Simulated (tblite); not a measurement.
Isomers of C6H5OS (doublet state). Computed with GFN2-xTB (tblite): harmonic, unscaled wavenumbers at the GFN2-xTB geometry, gas phase. The method is semi-empirical: single wavenumbers can be off by several per cent or more. Modes of hydrogen on sulfur can be 10 to 20 % off. One conformer each. Open shells enter through the occupations alone, without spin polarisation, and single modes of such species can be off by tens of per cent.

Electronic energies: GFN2-xTB at the same geometries; isomer energies are rough at this level and their order can be wrong.

```csv
SMILES,"electronic energy, lowest = 0 (kcal/mol)"
Oc1ccc([S])cc1,1.9
[CH2]c1ccc(C=O)s1,28.4
Oc1ccccc1[S],0.0
[O]c1ccccc1S,10.0
```

**Question.** How do GFN2-xTB zero-point energies change the relative energies?

**Answer.** 
| SMILES | ZPE (kcal/mol) | of it from modes above 1550 cm⁻¹ | electronic (kcal/mol) | with ZPE, lowest = 0 (kcal/mol) | lowest mode (cm⁻¹) | rings |
| --- | --- | --- | --- | --- | --- | --- |
| Oc1ccccc1[S] | 57.3 | 24.6 | 0.0 | 0.0 | 130 | 1 |
| Oc1ccc([S])cc1 | 57.4 | 25.0 | 1.9 | 2.0 | 106 | 1 |
| [O]c1ccccc1S | 55.2 | 25.0 | 10.0 | 7.9 | 132 | 1 |
| [CH2]c1ccc(C=O)s1 | 55.3 | 24.3 | 28.4 | 26.4 | 92 | 1 |

The zero-point energies span 2.2 kcal/mol, from `[O]c1ccccc1S` to `Oc1ccc([S])cc1`. The order is unchanged.

**Question.** What do entropy and thermal enthalpy add at 298.15 K and 1 bar (rigid rotor, harmonic oscillator, one conformer each)?

**Answer.** 
| SMILES | point group | symmetry number | S (cal/(mol K)) | H − H(0) (kcal/mol) | ZPE + H − H(0) − TS (kcal/mol) |
| --- | --- | --- | --- | --- | --- |
| Oc1ccccc1[S] | Cs | 1 | 83.4 | 4.84 | 37.3 |
| Oc1ccc([S])cc1 | Cs | 1 | 84.0 | 4.92 | 37.3 |
| [O]c1ccccc1S | Cs | 1 | 83.4 | 4.86 | 35.1 |
| [CH2]c1ccc(C=O)s1 | Cs | 1 | 87.3 | 5.36 | 34.6 |

S holds R ln(2S + 1) for the spin.
